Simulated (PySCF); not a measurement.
Predicted spectroscopic data

[PySCF 2.14.0 with density-fitted response routines: geometry from GFN2-xTB; PBE0/pcSseg-1 with gauge-including orbitals; no relativistic terms; no solvent model; a single conformation; fast rotation and ring inversion assumed for equivalent nuclei]

Chemical shifts δ = σref − σ; ¹H, ¹³C against TMS, all at this level. Where no couplings were computed, multiplicities follow the n + 1 count of equivalent neighbours, and m marks all less simple cases (inequivalent or close neighbours, rings, F or P nearby). Shifts are as computed. Against solution values, carbons near 30 ppm lie about +3 ppm off and those near 130 ppm about +5 ppm. Of 1211 compounds with measured shifts, 218 miss one by over three times the rms of a fit or turn the order of signals round; such compounds aren't used in these exercises.

**1.** SMILES N1=NC=C(C(C)=O)N1[SiH](C)C, C$_{6}$H$_{11}$N$_{3}$OSi. ¹H NMR (500 MHz, computed): δ 8.22 (s, 1H), 5.62 (sept, 1H), 2.70 (s, 3H), 0.57 (d, 6H). ¹³C{¹H} NMR (computed): δ 194.8, 147.1, 140.6, 29.3, -0.4.

**2.** `c1(C)c(C)cc(C#C)nn1`, C$_{8}$H$_{8}$N$_{2}$. ¹H NMR (500 MHz, computed): δ 7.45 (s, 1H), 3.02 (s, 1H), 2.86 (s, 3H), 2.31 (s, 3H). ¹³C{¹H} NMR (computed): δ 160.4 (C), 149.7 (C), 138.7 (C), 136.9 (CH), 90.5 (CH), 87.1 (C), 23.8 (CH3), 21.4 (CH3).
